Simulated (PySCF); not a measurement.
F₃OTa, SMILES [O]=[Ta]([F])([F])[F] (connectivity only; charge and spin as stated), charge +1, multiplicity 2.

Geometry optimised at B3LYP-D3(BJ)/def2-SVP. The spin state was assumed, not searched. The isomer is the one that the SMILES or the coordinates give; other isomers of the formula were not compared. The def2 effective core potentials stand for the cores of Ta; spin–orbit coupling is left out.

The numbers are results of TDA-PBE/def2-SVPD run with PySCF, not measurements.

Vertical excitations. The molecule is in vacuum.

Task: List the lowest excited states. (The exact figures need the calculation; the answer reports its results.)

Result: 
```
state    energy (eV)  λ (nm)      f           main pairs
-------  -----------  ------  -----  -------------------
root 1          0.41    3020  0.000     β HOMO→LUMO 99 %
root 2          1.27     979  0.001   β HOMO−1→LUMO 99 %
root 3          2.59     478  0.001   β HOMO−2→LUMO 99 %
root 4          2.69     460  0.001   β HOMO−3→LUMO 99 %
root 5          2.73     454  0.000  β HOMO−4→LUMO 100 %
root 6          3.25     381  0.005   β HOMO−5→LUMO 97 %
root 7          3.67     338  0.002   β HOMO−6→LUMO 99 %
root 8          3.92     316  0.010   β HOMO−7→LUMO 93 %
root 9          4.15     299  0.002   β HOMO−8→LUMO 97 %
root 10         4.38     283  0.002  β HOMO−9→LUMO 100 %
```
Unrestricted roots are not spin-pure.
